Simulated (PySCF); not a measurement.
A geometry optimisation, step by step.

Species: C2H9GeNSi.
Numbering: `[CH2:1]=[CH:2][GeH2:3][NH:4][SiH3:5]` (hydrogens: H6, H7 on C1; H8 on C2; H9, H10 on Ge3; H11 on N4; H12, H13, H14 on Si5)

Method: PySCF, PBE0-D3(BJ)/def2-SVP geometry optimisation, gas phase; density fitting, grid level 1; the optimiser is geomeTRIC in internal coordinates, started from a GFN2-xTB structure with every atom displaced at random (about 0.01 Å). 6 of its 15 geometries are shown. The frame can shift and turn from step to step; on so coarse a grid that alone can change the energy by a few meV, and forces under 0.02 eV/Å are noise.

Step 0: E = -68079.2368 eV, largest atomic force 2.032 eV/Å
```
atom  x, y, z in Å  |  force x, y, z in eV/Å
C1     -2.601   -0.231    0.640   -1.431   0.114  -0.989
C2     -1.425    0.276    0.894    1.886   0.757   0.027
Ge3    -0.393    1.343   -0.377    0.877  -0.637   0.748
N4      1.064    0.400   -1.055   -1.424   0.348  -0.459
Si5     2.416   -0.123   -0.166   -0.084   0.373   0.176
H6     -3.171   -0.817    1.333   -0.342  -0.590   0.628
H7     -3.108    0.002   -0.300   -0.128  -0.100  -0.168
H8     -0.933    0.054    1.840    0.113  -0.066   0.333
H9     -1.209    1.757   -1.537   -0.779   0.247  -0.914
H10     0.240    2.545    0.299    0.078   0.316   0.280
H11     0.759   -0.229   -1.790    0.047  -0.104  -0.134
H12     3.294   -0.757   -1.135    0.707  -0.416  -0.333
H13     2.078   -1.054    0.917    0.068  -0.481   0.508
H14     2.981    1.099    0.430    0.412   0.237   0.296
```

Step 3: E = -68079.4487 eV, largest atomic force 0.128 eV/Å
```
atom  x, y, z in Å  |  force x, y, z in eV/Å
C1     -2.601    0.008    0.592   -0.031   0.091  -0.073
C2     -1.358    0.394    0.894    0.057  -0.007  -0.001
Ge3    -0.178    1.266   -0.382    0.039  -0.086   0.063
N4      1.153    0.138   -0.985   -0.048  -0.029   0.002
Si5     2.588   -0.321   -0.126    0.010   0.051  -0.022
H6     -3.246   -0.502    1.316   -0.009  -0.025   0.020
H7     -3.041    0.196   -0.396    0.017  -0.017   0.030
H8     -0.970    0.185    1.899    0.007  -0.013   0.000
H9     -1.010    1.685   -1.601   -0.072   0.032  -0.102
H10     0.549    2.457    0.264    0.001   0.025   0.035
H11     0.844   -0.510   -1.706   -0.010   0.006   0.029
H12     3.556   -0.932   -1.086    0.027  -0.012  -0.010
H13     2.376   -1.307    0.986    0.006  -0.018   0.010
H14     3.178    0.910    0.484    0.008   0.001   0.019
```

Step 6: E = -68079.4604 eV, largest atomic force 0.136 eV/Å
```
atom  x, y, z in Å  |  force x, y, z in eV/Å
C1     -2.714    0.134    0.588    0.017  -0.071   0.078
C2     -1.423    0.302    0.891   -0.044   0.038   0.000
Ge3    -0.183    1.141   -0.341    0.017   0.093  -0.098
N4      1.161    0.025   -0.927   -0.034  -0.019   0.046
Si5     2.696   -0.263   -0.170    0.004  -0.001  -0.015
H6     -3.417   -0.325    1.294   -0.016   0.013  -0.031
H7     -3.129    0.441   -0.378    0.001   0.015  -0.007
H8     -1.064   -0.020    1.877    0.020  -0.029  -0.018
H9     -1.003    1.583   -1.575    0.046  -0.005   0.055
H10     0.541    2.322    0.335   -0.018  -0.013  -0.009
H11     0.852   -0.666   -1.605    0.017  -0.031   0.013
H12     3.663   -0.781   -1.188   -0.001   0.018   0.008
H13     2.674   -1.257    0.956   -0.010  -0.001  -0.013
H14     3.183    1.031    0.398    0.001  -0.008  -0.009
```

Step 8: E = -68079.4677 eV, largest atomic force 0.072 eV/Å
```
atom  x, y, z in Å  |  force x, y, z in eV/Å
C1     -2.763    0.192    0.600    0.013  -0.005   0.011
C2     -1.454    0.259    0.863    0.027   0.003  -0.029
Ge3    -0.184    1.107   -0.337   -0.055  -0.013   0.045
N4      1.147   -0.047   -0.866    0.028  -0.025  -0.017
Si5     2.735   -0.230   -0.194    0.008  -0.001   0.013
H6     -3.466   -0.287    1.291   -0.033  -0.001  -0.017
H7     -3.194    0.615   -0.316    0.012  -0.009   0.021
H8     -1.076   -0.186    1.792    0.002   0.013  -0.003
H9     -0.966    1.578   -1.579    0.000   0.020  -0.019
H10     0.539    2.271    0.363    0.022   0.010  -0.007
H11     0.837   -0.792   -1.484   -0.024   0.001   0.010
H12     3.686   -0.701   -1.248    0.002  -0.002  -0.008
H13     2.823   -1.210    0.941    0.005  -0.002  -0.002
H14     3.176    1.099    0.328   -0.005   0.009   0.004
```

Step 11: E = -68079.4699 eV, largest atomic force 0.058 eV/Å
```
atom  x, y, z in Å  |  force x, y, z in eV/Å
C1     -2.794    0.235    0.591   -0.003  -0.017  -0.001
C2     -1.486    0.247    0.864   -0.005  -0.001   0.006
Ge3    -0.181    1.079   -0.304    0.041   0.013  -0.039
N4      1.133   -0.113   -0.799   -0.027   0.007   0.002
Si5     2.767   -0.217   -0.226   -0.007   0.013  -0.013
H6     -3.526   -0.242    1.254    0.009   0.005   0.002
H7     -3.199    0.702   -0.314   -0.003   0.006  -0.009
H8     -1.126   -0.242    1.779   -0.005   0.008   0.013
H9     -0.930    1.577   -1.560    0.003  -0.004   0.018
H10     0.566    2.232    0.392   -0.009  -0.014   0.012
H11     0.795   -0.894   -1.354    0.009  -0.013   0.007
H12     3.676   -0.666   -1.329   -0.001   0.004   0.006
H13     2.968   -1.172    0.915   -0.003  -0.002  -0.001
H14     3.173    1.142    0.244    0.003  -0.006   0.000
```

Step 14: E = -68079.4714 eV, largest atomic force 0.025 eV/Å
```
atom  x, y, z in Å  |  force x, y, z in eV/Å
C1     -2.796    0.235    0.555    0.000  -0.004   0.007
C2     -1.504    0.299    0.892   -0.001   0.002   0.002
Ge3    -0.164    1.089   -0.267    0.005   0.014  -0.021
N4      1.109   -0.152   -0.745   -0.017   0.009  -0.001
Si5     2.772   -0.236   -0.264    0.006  -0.003   0.005
H6     -3.547   -0.220    1.211   -0.002   0.002  -0.002
H7     -3.166    0.639   -0.395    0.000   0.000  -0.001
H8     -1.181   -0.123    1.852    0.001   0.000   0.001
H9     -0.893    1.611   -1.525    0.001  -0.008   0.005
H10     0.613    2.218    0.433   -0.001  -0.006   0.009
H11     0.735   -0.960   -1.235    0.009  -0.007   0.001
H12     3.631   -0.690   -1.403    0.000   0.004  -0.001
H13     3.039   -1.176    0.876   -0.002  -0.002  -0.003
H14     3.190    1.132    0.168    0.001   0.000  -0.002
```

Question: Summarise the path.

Answer: The energy falls by 5.41 kcal/mol from step 0 to step 14; nine tenths of that is first reached at step 3. It falls at every step. The largest force goes from 2.032 to 0.025 eV/Å. Among the bonds Ge3–H9 changes most, from 1.477 to 1.545 Å; the atoms move by 0.506 Å rms after alignment.

The cost below is that of the whole optimisation. The run took 2.3 min of wall time on an Arm Neoverse V1 with one thread, on a shared host, and the process peaked at 0.59 GiB of memory.
